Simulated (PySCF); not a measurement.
C2H6OSi, SMILES CO[Si]C (connectivity only; charge and spin as stated), neutral, multiplicity 1. Atoms are numbered in the order given.

```xyz
10

Si     0.8668    -0.3146     0.6021
C      1.0712     1.2776    -0.4486
H      2.0811     1.6949    -0.3104
H      0.3429     2.0585    -0.1633
H      0.9324     1.0826    -1.5277
O     -0.6984    -0.7711     0.2484
C     -1.7164    -0.2576    -0.5621
H     -1.4291     0.6762    -1.0743
H     -1.9933    -1.0019    -1.3267
H     -2.6112    -0.0573     0.0498
```

Geometry optimised at PBE0-D3(BJ)/def2-SVP. The values are those of a single conformer.

The numbers are results of TDA-PBE0/def2-SVPD (PySCF 2.14.0), not measurements.

Vertical excitations. 

| state | energy (eV) | λ (nm) | f | main pairs |
|---|---|---|---|---|
| S1 | 3.60 | 344 | 0.051 | HOMO→LUMO 96 % |
| S2 | 5.65 | 219 | 0.014 | HOMO−1→LUMO 97 % |
| S3 | 5.86 | 212 | 0.058 | HOMO→LUMO+1 93 % |
| S4 | 6.05 | 205 | 0.079 | HOMO→LUMO+2 77 %, HOMO−2→LUMO 14 % |
| S5 | 6.49 | 191 | 0.203 | HOMO−2→LUMO 78 %, HOMO→LUMO+2 14 % |
| S6 | 6.86 | 181 | 0.272 | HOMO→LUMO+4 57 %, HOMO→LUMO+3 40 % |
| S7 | 6.91 | 179 | 0.025 | HOMO→LUMO+3 55 %, HOMO→LUMO+4 40 % |
| S8 | 7.52 | 165 | 0.015 | HOMO→LUMO+5 97 % |
| S9 | 7.75 | 160 | 0.005 | HOMO→LUMO+6 91 % |
| S10 | 7.86 | 158 | 0.012 | HOMO−3→LUMO 93 % |
| T1 | 1.96 | 631 | 0 | HOMO→LUMO 98 % |
| T2 | 4.77 | 260 | 0 | HOMO→LUMO+2 61 %, HOMO→LUMO+1 28 % |
| T3 | 5.15 | 241 | 0 | HOMO−2→LUMO 92 % |
| T4 | 5.21 | 238 | 0 | HOMO−1→LUMO 96 % |
Triplets are in the Tamm–Dancoff approximation.
